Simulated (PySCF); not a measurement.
Job for PySCF: D3(BJ) and D4 dispersion corrections on ClGeHO (SMILES [OH][Ge][Cl]), a point of a torsion scan.

```python
from pyscf import gto
from pyscf.dispersion import dftd3, dftd4

mol = gto.M(
    atom='''
    O    -1.02824159    0.14445753    0.19088747
    Ge    0.46859856    0.99946689   -0.11496780
    Cl    0.74945782    0.56081507   -2.23904059
    H    -1.44065173   -0.63428484   -0.17759312
    ''',
    basis='def2-svp',
    charge=0, spin=0, verbose=0, max_memory=1800)
d3, d4 = {}, {}
for xc in ['hf', 'pbe', 'blyp', 'revpbe', 'tpss', 'r2scan', 'b3lyp', 'pbe0', 'bhlyp', 'camb3lyp', 'b2plyp']:
    d3[xc] = float(dftd3.DFTD3Dispersion(mol, xc=xc, version='d3bj', atm=False).get_dispersion()['energy'])
    print(f'D3(BJ) {xc:10s} {d3[xc]:14.8f} Eh')
for xc in ['hf', 'pbe', 'blyp', 'revpbe', 'tpss', 'r2scan', 'b3lyp', 'pbe0', 'bhlyp', 'camb3lyp', 'b2plyp']:
    d4[xc] = float(dftd4.DFTD4Dispersion(mol, xc={'camb3lyp': 'cam-b3lyp'}.get(xc, xc), atm=True).get_dispersion()['energy'])
    print(f'D4     {xc:10s} {d4[xc]:14.8f} Eh')
```

Program output:

```
D3(BJ) hf            -0.02616960 Eh
D3(BJ) pbe           -0.00279726 Eh
D3(BJ) blyp          -0.00662286 Eh
D3(BJ) revpbe        -0.00668271 Eh
D3(BJ) tpss          -0.00368537 Eh
D3(BJ) r2scan        -0.00072278 Eh
D3(BJ) b3lyp         -0.00554690 Eh
D3(BJ) pbe0          -0.00256416 Eh
D3(BJ) bhlyp         -0.00494092 Eh
D3(BJ) camb3lyp      -0.00258303 Eh
D3(BJ) b2plyp        -0.00288170 Eh
D4     hf            -0.01075415 Eh
D4     pbe           -0.00312301 Eh
D4     blyp          -0.00687077 Eh
D4     revpbe        -0.00839311 Eh
D4     tpss          -0.00419631 Eh
D4     r2scan        -0.00064726 Eh
D4     b3lyp         -0.00518270 Eh
D4     pbe0          -0.00261661 Eh
D4     bhlyp         -0.00451248 Eh
D4     camb3lyp      -0.00269922 Eh
D4     b2plyp        -0.00213475 Eh
```

The run finished.

Cost: about 0.03 core-seconds (a rough figure).
